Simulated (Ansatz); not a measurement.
Species: CH₃NS, SMILES `N=CS` (N–C–S–H torsion 180°) (charge 0, multiplicity 1).

**Question.** Give a relaxed geometry from PBE-D3(BJ)/def2-TZVP run with Ansatz (a first-principles code).

**Answer.** This is not unique; one that fits is the end point of this relaxation, one of several conformers (outside a Z-matrix the atoms follow the SMILES, hydrogens last).
Z-matrix (Å, degrees):
```
C
N 1 1.2702
H 2 1.0303 1 112.87
H 1 1.0981 2 119.32 3 -180.00
S 1 1.7814 4 113.99 2 180.00
H 5 1.3535 1 96.38 4 0.00
```
